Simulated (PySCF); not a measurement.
C7H11FOSi.
Z-matrix (Å and degrees, GFN2-xTB geometry), rows numbered from 1:
```
C 
C   1  1.3193
C   2  1.5006  1  125.93
C   3  1.5123  2  113.77  1    -7.94
C   4  1.4702  3  121.47  2   151.37
C   5  1.3081  4  149.17  3    74.58
C   5  1.4691  4   62.15  3  -108.36
O   7  1.3897  4  118.51  5   110.48
Si  8  1.6071  7  133.08  4  -147.94
F   9  1.6119  8  109.69  7   -62.73
H   1  1.0766  2  121.38  3  -179.60
H   1  1.0760  2  122.50  3    -0.11
H   2  1.0831  1  120.10  3   179.39
H   3  1.0952  2  108.74  1   114.12
H   3  1.0949  2  108.87  1  -129.89
H   4  1.0851  3  114.00  2   -62.17
H   6  1.0783  5  121.81  4   176.75
H   6  1.0786  5  121.53  4    -3.49
H   7  1.0871  4  117.94  5  -107.71
H   9  1.4531  8  115.06  7    52.99
H   9  1.4447  8  100.93  7  -176.51
```

Probes without a nucleus sit at each ring's centroid and 1 Å off its mean plane on both sides; NICS is minus the shielding there, NICSzz its component along the normal. Level: GIAO PBE0/pcSseg-1 (PySCF, non-relativistic, gas phase) on the GFN2-xTB geometry, one conformer.

Ring bond lengths (Å), with Mayer bond orders in brackets: C4–C5 1.470 (0.89), C5–C7 1.469 (0.90), C7–C4 1.517 (0.90).

What do the NICS probes read (ppm)?

```
    ring                                            type  NICS(0)  NICS(1), two faces  NICS(1)zz, two faces  rms pucker (Å)  centre to ring atoms, mean (Å)
C4–C5–C7  3-membered carbocycle; formal bonds all single    -27.6         -6.2 / -8.9         -13.4 / -18.9            0.00                            0.86
```

What can be read from them?

- C4–C5–C7: mean NICS(1)zz -16.2 ppm, shielded. C4, C7 have four or more neighbours; no verdict on aromaticity is drawn. The two faces differ by 5.5 ppm, so no symmetry operation interchanges them. NICS(0) lies 20 ppm below the mean NICS(1).

What field does 14.1 T along the ring normal induce along that normal at the second NICS(1) probe listed for ring C4–C5–C7, 1 Å off the ring?

NICSzz × B0 = -18.9 ppm × 14.1 T = -266 μT, against the applied field.

List the ring angles and the Hirshfeld charges of the ring atoms.

- C4–C5–C7: C4 58.9° (-0.041 e), C5 62.2° (-0.016 e), C7 59.0° (+0.035 e); sum 180.0° against 180° for a flat convex ring.

What are the shieldings of the ring atoms and their hydrogens in the same run (means over atoms taken as equivalent)?

| atoms | environment | σ isotropic (ppm) |
| --- | --- | --- |
| C4 | allylic carbon | 160.4 |
| C5 | fully substituted alkene carbon | 39.1 |
| C7 | sp3 carbon bound to oxygen | 130.3 |
| H16 | methine hydrogen | 29.99 |
| H19 | methine hydrogen | 27.82 |

On Arm Neoverse N1, one thread, shared host with 64 logical CPUs at a one-minute load of 55, this took 91 s wall and 1.1 GiB of memory at its peak. This is the whole shielding run at PBE0/pcSseg-1, SCF included.
